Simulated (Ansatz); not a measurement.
Calculated with Ansatz (gas phase, PBE0-D4/def2-TZVP geometries, no zero-point term in ΔE). CBS: MP2 limit from def2 TZ/QZ plus the TZ coupled-cluster correction, frozen cores. DFT in def2-TZVPP. B3LYP here is the variant with VWN-RPA as its local correlation; programs differ in this. HSE06 is defined as in plane-wave codes. One conformer a species, not always the lowest.

`B[CH2][AlH][CH3]` + `C[SiH](F)P` → `BP[SiH](C)F` + `[CH3][AlH][CH3]`  (ligand exchange at a B–C bond)

| level | ΔE (kJ/mol) | difference from CCSD(T)/CBS |
| --- | --- | --- |
| LDA (SPW92) | -0.7 | 0.6 |
| PBE-D4 | -4.2 | -2.9 |
| revPBE-D4 | -4.3 | -3.0 |
| BLYP-D4 | -2.7 | -1.4 |
| r2SCAN-D4 | -3.5 | -2.2 |
| B97M-V | -4.7 | -3.4 |
| PBE0-D4 | -2.9 | -1.6 |
| B3LYP-D4 | -1.8 | -0.5 |
| r2SCANh-D4 | -3.0 | -1.7 |
| r2SCAN0-D4 | -2.2 | -0.9 |
| HSE06-D4 | -2.9 | -1.6 |
| BHLYP-D4 | -1.1 | 0.2 |
| CAM-B3LYP-D4 | 0.5 | 1.8 |
| ωB97M-V | 4.0 | 5.3 |
| B2PLYP | -1.7 | -0.4 |
| PBE-QIDH | -2.1 | -0.8 |
| PBE | -3.8 | -2.5 |
| BLYP | -2.3 | -1.0 |
| r2SCAN | -3.4 | -2.1 |
| r2SCANh | -2.9 | -1.6 |
| r2SCAN0 | -2.1 | -0.8 |
| HSE06 | -2.6 | -1.3 |
| BHLYP | -0.2 | 1.1 |
| CAM-B3LYP | 0.9 | 2.2 |
| LC-ωPBE | -0.7 | 0.6 |
| RPA@PBE/def2-TZVPP | 3.0 | 4.3 |
| HF/def2-SVP | -1.6 | -0.3 |
| MP2/def2-SVP | -1.2 | 0.1 |
| CCSD/def2-SVP | 0.7 | 2.0 |
| CCSD(T)/def2-SVP | 0.0 | 1.3 |
| HF/def2-TZVPP | -0.2 | 1.1 |
| MP2/def2-TZVPP | -0.9 | 0.4 |
| CCSD/def2-TZVPP | 0.9 | 2.2 |
| CCSD(T)/def2-TZVPP | -0.2 | 1.1 |
| HF/def2-QZVPP | -0.1 | 1.2 |
| MP2/def2-QZVPP | -1.5 | -0.2 |
| SCS-MP2/def2-QZVPP | -0.2 | 1.1 |
| HF/CBS(def2) | 0.0 | 1.3 |
| MP2/CBS(def2) | -2.1 | -0.8 |
| CCSD/CBS(def2) | -0.3 | 1.0 |
| CCSD(T)/CBS | -1.3 | 0 |

Largest T1 diagnostic among the species: 0.015.

Leaving LDA and LC-ωPBE aside and taking each functional with its dispersion term where it has one, the values spread over 8.7 kJ/mol, from B97M-V to ωB97M-V. LDA lies +3.1 kJ/mol from PBE without D4.
